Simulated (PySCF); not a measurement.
## Predicted spectroscopic data

[PySCF 2.14: σ from GIAO-PBE0/pcSseg-1; geometry from GFN2-xTB; rapidly exchanging positions averaged; one conformer; no solvent model; non-relativistic Hamiltonian]

Shifts are taken against calculated references (same method and geometry level): 1H (σ = 31.72 ppm) and 13C (σ = 186.93 ppm) vs TMS. Where no couplings were computed, multiplicities follow the n + 1 count of equivalent neighbours, and m marks all less simple cases (inequivalent or close neighbours, rings, F or P nearby). Shifts are as computed. Against solution values, carbons near 30 ppm lie about +3 ppm off and those near 130 ppm about +5 ppm. Of 1309 compounds with measured shifts, 239 miss one by over three times the rms of a fit or turn the order of signals round; such compounds aren't used in these exercises.

**1.** `c1([SiH2]C)ccc(N(C)C)o1`, C₇H₁₃NOSi. 1H NMR (400 MHz, computed): δ 6.87 (m, 1H), 5.35 (m, 1H), 4.77 (q, 2H), 2.89 (s, 6H), 0.31 (t, 3H). 13C{1H} NMR (computed): δ 170.5, 143.1, 131.9, 88.5, 39.8, -9.7.

**2.** `InChI=1S/C7H13NOSi/c1-6(2,3)7(10,4-8)5-9/h5H,1-3,10H3/t7-/m0/s1`. 1H NMR (400 MHz, computed): δ 10.11 (s, 1H), 4.16 (s, 3H), 1.40 (s, 9H). 13C{1H} NMR (computed): δ 203.3, 124.3, 53.3, 37.5, 29.5.
